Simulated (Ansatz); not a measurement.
The cluster Al₄: single points at one geometry.

```yaml
crystal:
  periodic: [false, false, false]
  atoms:
    - {symbol: Al, position_ang: [0.840894, 0.886770, 0.853090]}
    - {symbol: Al, position_ang: [-1.523291, 1.210280, -0.206234]}
    - {symbol: Al, position_ang: [-0.770836, -1.230626, 0.335563]}
    - {symbol: Al, position_ang: [1.453233, -0.866424, -0.982420]}
basis:
  gaussian: {orbitals: def2-TZVP, initial_orbitals: start.molden}
magnetization: {spin_polarized: true, initial_magnetization: 4}
hamiltonian: {xc: {name: PBE-QIDH}}
scf: {omitted_lower_state_checks: [starts]}
```

The file start.molden holds the orbitals of an earlier run on this structure, at another level or in another basis.

```sh
$ ansatz run in.yaml --threads 4 --pin off --events-out ev --progress --plain --max-ram 3916MiB
```

It prints (some lines left out):

```
Functional definition: PBE-QIDH
927 factors; integrals over basis functions are off by at most 6.6e-4 eV
mean field evaluation 1: about -26360.1931 eV, gradient 1.4e1 eV
mean field evaluation 2: about -26360.4342 eV, gradient 3.7e-1 eV
mean field evaluation 4: about -26360.6868 eV, gradient 3.2e-2 eV
mean field evaluation 8: about -26360.6872 eV, gradient 1.9e-6 eV
mean field -26360.68715264 eV, -968.7373849441 hartree, gradient 5.3e-6 eV, S^2 6.054240; 0 other end points of the search recorded, 0 dependent functions left out
20 core orbitals not correlated: weight in the atoms' cores, before any rotation towards them, 1.000 or more for the frozen orbitals, at most 0.000 for the correlated occupied ones
reference -26360.68716367 eV, -968.7373853495 hartree; 8, 4 occupied and 120, 124 virtual orbitals, 927 factors
second order -7.94212022 eV of doubles, -0.00000000 eV of singles
Total energy: -26363.33453708 eV, -968.8346745277 hartree
Checks for a lower state left out: starts
```

Hardware: 4 threads of Arm Neoverse V2 on a shared host. Wall time 5.5 s.

First input, but with `hamiltonian: {xc: hf}`, `output: {orbitals: {seedname: orbitals}}` (abridged; 3.4 s):

```
Functional definition: HF
mean field -26329.82320175 eV, -967.6031556692 hartree, gradient 9.0e-6 eV, S^2 6.100088
Total energy: -26329.82320175 eV, -967.6031556692 hartree
Checks for a lower state left out: starts
```

First input, but with `hamiltonian: {xc: pbe, dispersion: d4}`, `output: {orbitals: {seedname: orbitals}}` (abridged; 2 s):

```
Functional definition: PBE
mean field -26371.50190373 eV, -969.1348197160 hartree, gradient 1.1e-5 eV, S^2 6.008685
Total energy: -26371.67165714 eV, -969.1410580389 hartree
Checks for a lower state left out: starts
```

The first input with `hamiltonian: {xc: {name: B2PLYP}}` (abridged; 4.5 s):

```
Functional definition: B2PLYP
mean field -26370.27623448 eV, -969.0897772021 hartree, gradient 2.8e-6 eV, S^2 6.031131
20 core orbitals not correlated: weight in the atoms' cores, before any rotation towards them, 1.000 or more for the frozen orbitals, at most 0.000 for the correlated occupied ones
second order -8.90830744 eV of doubles, -0.00000000 eV of singles
Total energy: -26372.68160633 eV, -969.1781729870 hartree
Checks for a lower state left out: starts
```

The first input with `gaussian: {orbitals: def2-TZVPP, initial_orbitals: start.molden}`, `correlation: {method: ccsd_t}`, `scf: {omitted_lower_state_checks: [starts, cluster_reference]}`, `output: {orbitals: {seedname: orbitals}}` and without the key `hamiltonian` (abridged; 11 s):

```
Functional definition: HF
mean field -26329.82700835 eV, -967.6032955592 hartree, gradient 5.0e-6 eV, S^2 6.100248
20 core orbitals not correlated: weight in the atoms' cores, before any rotation towards them, 1.000 or more for the frozen orbitals, at most 0.000 for the correlated occupied ones
second order -6.65830268 eV of doubles, -0.00000000 eV of singles
cycle   1  -6.96501940 eV  change   -3.1e-1 eV  update   1.2e-1
cycle   2  -7.27588908 eV  change   -3.1e-1 eV  update   4.8e-2
cycle   3  -7.37327789 eV  change   -9.7e-2 eV  update   3.0e-2
cycle   4  -7.38459667 eV  change   -1.1e-2 eV  update   1.5e-2
cycle   5  -7.39235818 eV  change   -7.8e-3 eV  update   8.4e-3
cycle   6  -7.39438595 eV  change   -2.0e-3 eV  update   4.8e-3
cycle   7  -7.39597334 eV  change   -1.6e-3 eV  update   2.1e-3
cycle   8  -7.39678022 eV  change   -8.1e-4 eV  update   9.4e-4
cycle   9  -7.39664559 eV  change    1.3e-4 eV  update   4.4e-4
cycle  10  -7.39667836 eV  change   -3.3e-5 eV  update   2.2e-4
cycle  11  -7.39672195 eV  change   -4.4e-5 eV  update   1.1e-4
cycle  12  -7.39673957 eV  change   -1.8e-5 eV  update   5.3e-5
cycle  13  -7.39674005 eV  change   -4.8e-7 eV  update   2.4e-5
cycle  14  -7.39672615 eV  change    1.4e-5 eV  update   1.1e-5
cycle  15  -7.39672515 eV  change    1.0e-6 eV  update   5.4e-6
perturbative correction -0.70426919 eV, -0.0258814152 hartree
Total energy: -26337.92800269 eV, -967.9010016100 hartree
Checks for a lower state left out: starts, cluster_reference
```

The first input with `hamiltonian: {xc: pbe}`, `correlation: {method: rpa}` (abridged; 2.9 s):

```
Functional definition: PBE
mean field -26371.50190025 eV, -969.1348195882 hartree, gradient 2.9e-6 eV, S^2 6.008685
20 core orbitals not correlated: weight in the atoms' cores, before any rotation towards them, 1.000 or more for the frozen orbitals, at most 0.000 for the correlated occupied ones
Total energy: -26341.61082534 eV, -968.0363428463 hartree
Checks for a lower state left out: starts
```

First input, but with `gaussian: {orbitals: STO-3G}`, `hamiltonian: {xc: hf}`, `output: {orbitals: {seedname: orbitals}}` (abridged; 0.3 s):

```
Functional definition: HF
mean field evaluation 16: about -26005.5057 eV, gradient 3.2e-4 eV
mean field evaluation 32: about -26005.8245 eV, gradient 1.7e-5 eV
mean field -26005.82450849 eV, -955.6964233059 hartree, gradient 6.7e-6 eV, S^2 6.061802; 1 other end points of the search recorded, 0 dependent functions left out
Total energy: -26005.82450849 eV, -955.6964233059 hartree
Checks for a lower state left out: starts
```

Geometry: r2SCAN-D4/def2-TZVP.

Correlated methods freeze 20 core orbitals. At HF/STO-3G the highest occupied level of the charge 0 quintet lies above zero (up to 0.82 eV). In Hartree–Fock with STO-3G the lack of diffuse functions raises the level. The order of the spin states hangs on the level: the triplet lies 0.15 eV below the quintet at PBE0-D4/def2-TZVP, but 0.13 eV above it at PBE-QIDH/def2-TZVP. The triplet is doubtful at PBE-QIDH/def2-TZVP (⟨S²⟩ 2.57, where a pure state has 2.00). The structure comes from a short search, and lower isomers may exist.
